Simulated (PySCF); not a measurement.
1-methyl-3-methylideneazetidine (C5H9N), SMILES C=C1CN(C)C1. Atoms are numbered in the order given.

```xyz
15

C      2.4427     0.0850     0.0000
C      1.1150     0.0415     0.0000
C      0.0315    -0.0344    -1.0594
N     -0.9220    -0.4152     0.0000
C     -2.2364     0.1691     0.0000
C      0.0315    -0.0344     1.0594
H      3.0105     0.1033    -0.9347
H      3.0105     0.1033     0.9347
H     -0.1822     0.9585    -1.5140
H      0.1559    -0.7701    -1.8740
H     -2.2247     1.2853     0.0000
H     -2.7979    -0.1618    -0.8887
H     -2.7979    -0.1618     0.8887
H      0.1559    -0.7701     1.8740
H     -0.1822     0.9585     1.5140
```

Coordinates come from a B3LYP-D3(BJ)/def2-SVP optimisation.

Two levels are set side by side: PBE/pcSseg-1 (PySCF) and B3LYP/pcSseg-1 (PySCF). GIAO shifts against NH3 (¹⁵N), TMS (¹H), TMS (¹³C) at the same level; non-relativistic, no solvent, atoms listed together averaged. Differences are taken from unrounded values.

| quantity | B3LYP | PBE | PBE minus B3LYP |
|---|---|---|---|
| δ(¹³C) of C1 (ppm) | 112.4 | 111.1 | -1.3 |
| δ(¹³C) of C2 (ppm) | 155.9 | 153.1 | -2.8 |
| δ(¹³C) of C3, C6 (ppm) | 69.4 | 70.6 | 1.3 |
| δ(¹⁵N) of N4 (ppm) | 39.1 | 41.4 | 2.4 |
| δ(¹³C) of C5 (ppm) | 47.9 | 48.3 | 0.4 |
| δ(¹H) of H7, H8 (ppm) | 5.31 | 5.37 | 0.06 |

Rough cost on one machine, each run with all the roots and properties that it gave: B3LYP against PBE within a factor of 2.
